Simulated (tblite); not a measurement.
Compound: H13NSi6.
Geometry (GFN2-xTB, Å), atoms numbered from 1 in this order:
```
atom  x, y, z in Å
Si1    2.6067    0.2183    0.7548
N2     2.0844    0.2688   -0.8847
Si3    0.4700    0.1966   -1.5656
Si4   -0.7958    1.8865   -0.5593
Si5   -1.9979    0.8669    1.1660
Si6   -1.7811   -1.4499    0.9266
Si7   -0.5080   -1.8526   -0.9919
H8     1.3803    0.3567    1.5462
H9     3.2684   -1.0570    1.0522
H10    3.5365    1.3247    0.9954
H11    2.8337    0.2183   -1.5548
H12    0.7553    0.3827   -3.0014
H13   -1.7274    2.4731   -1.5383
H14   -0.0217    3.0460   -0.0976
H15   -3.4104    1.2731    1.1697
H16   -1.5303    1.3090    2.4877
H17   -1.1528   -2.0459    2.1151
H18   -3.0884   -2.1196    0.8802
H19    0.4446   -2.9583   -0.8157
H20   -1.3711   -2.3266   -2.0877
```

Calculated harmonic vibrations of the isolated species, GFN2-xTB (tblite), most abundant isotopes, no scaling. Errors from tens to a few hundred cm⁻¹ against measured bands are possible. Modes of hydrogen on silicon can be 10 to 20 % off. One conformer, not necessarily the lowest. The optimisation stopped once no atom felt more than 0.01 eV/Å.

Lowest wavenumbers of the output (negative numbers stand for imaginary wavenumbers):
```
mode    cm-1
  1     -39.8
  2      31.4
  3      38.4
  4      43.1
  5      93.5
  6     149.6
  7     167.8
  8     175.6
  9     244.7
 10     280.6
```

Task: Is this structure a minimum?

Result: Not by this Hessian. 1 mode is imaginary beyond 20i (40i cm⁻¹), so at this level the point lies at or near a first-order saddle. The curvature is small, so loose convergence or finite differences may be the whole cause.

Task: Which atoms move in the imaginary mode?

Result: 40i: H9 (Si–H hydrogen) 34 %, H10 (Si–H hydrogen) 33 %, H8 (Si–H hydrogen) 26 %. These are shares of the mass-weighted motion.

Task: What is the remedy?

Result: Step along that mode in both directions, optimise again with tighter thresholds and repeat the frequencies. The zero-point energy of this point (70.8 kcal/mol) counts the 53 real modes alone, and thermal corrections from it aren't those of a minimum.

Time: 2.4 s wall. Hardware: one thread, Arm Neoverse N1 (aarch64), no GPU, shared host with 64 logical CPUs at a one-minute load of 45. The figure is for the frequency step alone.
